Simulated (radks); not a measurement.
Task: Radial electron density D(r) = 4 pi r^2 rho(r) of an atom or ion with 32 electrons. Method: scalar-relativistic Kohn-Sham, PBE, spin-polarised, spherical densities, finite nucleus; Fermi nuclear charge, rms radius of each element as measured or else 0.836 A^(1/3) + 0.57 fm; computed with a radial shooting solver on a logarithmic mesh with Libxc functionals.

| r (bohr) | D(r) (e/bohr) | spin D(r) |
|---|---|---|
| 0.001547 | 1.188 | -0.0000287 |
| 0.002015 | 1.908 | -0.0000450 |
| 0.002603 | 2.990 | -0.0000681 |
| 0.003362 | 4.628 | -0.0000988 |
| 0.004378 | 7.136 | -0.000135 |
| 0.005656 | 10.63 | -0.000156 |
| 0.007306 | 15.40 | -0.000111 |
| 0.009513 | 21.76 | 0.000150 |
| 0.01229 | 29.04 | 0.000953 |
| 0.016 | 36.80 | 0.00314 |
| 0.02067 | 43.01 | 0.00814 |
| 0.0267 | 46.06 | 0.0188 |
| 0.03477 | 44.80 | 0.0400 |
| 0.04491 | 40.73 | 0.0750 |
| 0.05848 | 38.17 | 0.125 |
| 0.07554 | 41.79 | 0.171 |
| 0.09758 | 50.42 | 0.180 |
| 0.1271 | 55.56 | 0.114 |
| 0.1641 | 49.02 | 0.0101 |
| 0.212 | 36.37 | 0.00785 |
| 0.2761 | 31.77 | 0.219 |
| 0.3566 | 37.30 | 0.433 |
| 0.4643 | 37.75 | 0.293 |
| 0.5998 | 26.15 | -0.00486 |
| 0.7748 | 12.87 | 0.260 |
| 1.009 | 6.351 | 1.23 |
| 1.303 | 4.407 | 1.83 |
| 1.684 | 2.499 | 1.34 |
| 2.192 | 0.7520 | 0.466 |
| 2.832 | 0.1105 | 0.0778 |
| 3.687 | 0.005729 | 0.00456 |

What is the nuclear charge?

Result: Z = 37. The innermost maximum, from 1s, lies near gamma/Z bohr with gamma = sqrt(1 - (Z/c)^2) = 0.963, here 0.026 bohr (found: 0.0282), and its height grows with Z. The density is that of the rubidium ion Rb5+ in [Ar] 3d10 4s2 4p2; the configuration itself is not fixed sharply by these data, and Z only to a few units. D(r) has 3 maxima, at r = 0.0282, 0.126, 0.412 bohr, and minima at 0.0580, 0.263 bohr, inside which lie 2.05, 11.04 electrons.
